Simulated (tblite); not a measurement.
Compound: C₅H₅OS₂ (charge +1).
Geometry (GFN2-xTB, Å), atoms numbered from 1 in this order:
```
atom  x, y, z in Å
C1    -2.131    1.738    1.195
C2    -1.277    1.162    0.371
O3    -0.430    0.170    0.834
C4     0.427   -0.445    0.068
C5     1.270   -1.417    0.537
S6     2.336   -2.137   -0.577
C7     1.823   -1.239   -1.888
S8     0.601   -0.103   -1.656
H9    -2.191    1.451    2.230
H10   -2.791    2.510    0.847
H11   -1.176    1.415   -0.678
H12    1.281   -1.734    1.565
H13    2.253   -1.372   -2.865
```

Structure optimised with GFN2-xTB, isolated species.

Masses are those of the commonest isotopes; rigid-rotor values at the optimised geometry. The values belong to one conformer with, in the numbering `[CH2:1]=[CH:2][O:3][c:4]1[cH:5][s:6][cH+:7][s:8]1`, C1–C2–O3–C4 179°, C2–O3–C4–C5 179°.

(1) What are A, B and C (GHz)?

(2) Classify the top.

(3) What does the inertial defect say?

## Answers

(1) Ia = 123.09, Ib = 569.98, Ic = 693.05 u·Å²; 505379 MHz·u·Å²/I gives 4106, 886.7 and 729.2 MHz, that is A = 4.1059, B = 0.8867, C = 0.7292 GHz.

(2) A near-prolate asymmetric top: κ = (2 × 886.7 − 4106 − 729.2)/(4106 − 729.2) = -0.91.

(3) Planar: Δ = Ic − Ia − Ib = -0.01 u·Å². For a rigid frame Δ = −2 Σ m c², so it vanishes when all atoms lie in the ab plane; here none is more than 0.04 Å from it.

Its GFN2-xTB frequencies are all real (lowest 57 cm⁻¹). These are rigid-rotor constants of the computed structure; measured ground-state constants (B0) also hold zero-point vibration.

The run took 0.88 s on Arm Neoverse N1, one thread, no GPU, shared host. These figures are those of the optimisation.
